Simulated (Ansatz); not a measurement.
This geometry of AsH4Si (6 atoms, charge 0, multiplicity 2) is a first-order saddle point.

These are results of Ansatz 0.2.0, UKS LDA/def2-SVP, not measurements.

```xyz
6
Properties=species:S:1:pos:R:3
Si -0.064 -0.967 -0.236
As -0.406 1.329 -0.328
H 0.912 -1.661 0.666
H -0.856 -1.830 -1.166
H 1.083 1.651 -0.118
H -0.670 1.479 1.182
```

Problem. Which two structures does it join? (They come from a converged band through this point; their orientation in space is the band's.)

Solution. No bond is made or broken. The height of Si1 over the plane of its neighbours goes from -0.61 to 0.49 Å.

Initial state:

```xyz
6
Properties=species:S:1:pos:R:3
Si -0.011 -1.038 0.169
As 0.029 1.230 -0.426
H 1.271 -1.678 -0.320
H -1.162 -1.702 -0.559
H 1.039 1.599 0.668
H -1.166 1.589 0.468
```

Final state:

```xyz
6
Properties=species:S:1:pos:R:3
Si 0.203 -0.941 -0.526
As -0.319 1.351 -0.375
H 0.771 -1.581 0.720
H -1.002 -1.723 -0.991
H 1.113 1.680 0.078
H -0.766 1.215 1.094
```

Problem. How far does it lie above each of them?

Solution. 0.239 eV above the first and 0.139 eV above the second. This is the barrier of this one path; another mechanism may lie lower.

Time of the run: 4.2 min on 1 thread of Intel(R) Xeon(R) Processor @ 2.50GHz (Skylake/Cascade Lake), on a shared host, peak memory 0.14 GiB.
